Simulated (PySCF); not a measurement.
Gas-phase XPS of `O[Si](O)(O)O`, computed

Compound: H4O4Si.
Z-matrix (Å and degrees, PBE0-D3(BJ)/def2-SVP geometry), rows numbered from 1:
```
O 
Si  1  1.6479
O   2  1.6479  1  106.36
O   2  1.6475  1  106.15  3   124.28
O   2  1.6479  1  116.21  3  -117.93
H   1  0.9615  2  115.18  3    34.02
H   3  0.9616  2  114.96  1  -157.41
H   4  0.9615  2  115.13  1   -32.95
H   5  0.9616  2  115.02  1   -84.97
```

Method: delta-SCF UKS SCAN, pcX-2 on the ionised atom, pcseg-1 elsewhere, spin-free X2C in PySCF. Vertical ΔSCF values, vacuum level as zero.

Question: List the computed XPS lines with their assignment.

Answer: 
```json
{"atom(s)": "Si2", "bonded to": "4 O", "level": "Si 2p3/2", "binding energy (eV)": "108.71", "2p1/2 (eV)": "109.33", "count": "1"}
{"atom(s)": "O1/O3/O4/O5", "bonded to": "H and Si", "level": "O 1s", "binding energy (eV)": "538.98", "2p1/2 (eV)": "–", "count": "4"}
{"atom(s)": "Si2", "bonded to": "4 O", "level": "Si 1s", "binding energy (eV)": "1849.02", "2p1/2 (eV)": "–", "count": "1"}
```

Question: Express the binding energy of Si 1s of Si2 in atomic units and per mole.

Answer: 1849.02 eV = 67.9502 Eh = 178403 kJ/mol.

Question: Which photon energy gives electrons from Si 1s of Si2 a kinetic energy of 150 eV, and what is their de Broglie wavelength?

Answer: hν = 1849.02 + 150 = 1999.02 eV, recoil neglected; λ = 12.264 Å/√(E/eV) = 1.00 Å.

Atoms equivalent by their bonding share one computed value, that of the first of them. Spin–orbit coupling isn't in the SCF: each 2p doublet comes from a relaxed spin-free hole plus a matrix of the shell (mean-field spin–orbit coupling and the ground-state 2p splitting), with 2p3/2 averaged over its two sublevels. 2p1/2 minus 2p3/2 (ligand field included): Si 0.62 eV. Geometry: PBE0-D3(BJ)/def2-SVP; no solvent, vibrations or thermal averaging.
